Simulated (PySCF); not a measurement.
# How methods differ on the excitation energy of Nb

Nb [Kr] 4d4 5s1 (6D) → Nb [Kr] 4d4 5p1 (high-spin determinant), as a difference of total energies. All numbers are calculated (PySCF 2.14, a scalar-relativistic core potential, in def2-TZVPPD with the def2 core potential (28 electrons) (6s4p3d2f1g, 56 functions)). Correlated levels: valence: 4s2 4p6 frozen. The calculations carry no spin-orbit coupling.

```json
{"method": "UHF", "excitation energy (eV)": "2.712"}
{"method": "MP2 (valence)", "excitation energy (eV)": "2.913"}
{"method": "SCS-MP2 (valence)", "excitation energy (eV)": "2.779"}
{"method": "CCSD (valence)", "excitation energy (eV)": "2.857"}
{"method": "CCSD(T) (valence)", "excitation energy (eV)": "2.827"}
```

Task: How much does correlation contribute at CCSD(T) (valence)?

Result: 2.827 − (2.712) = 0.115 eV, measured against UHF.

The coupled-cluster amplitudes are large for the upper state (T1 above 0.03 or a double amplitude above 0.15), so a single reference is strained.

The determinant of the upper state mixes LS terms, which raises its energy above the lowest term, most at the Hartree-Fock and MP2 levels.
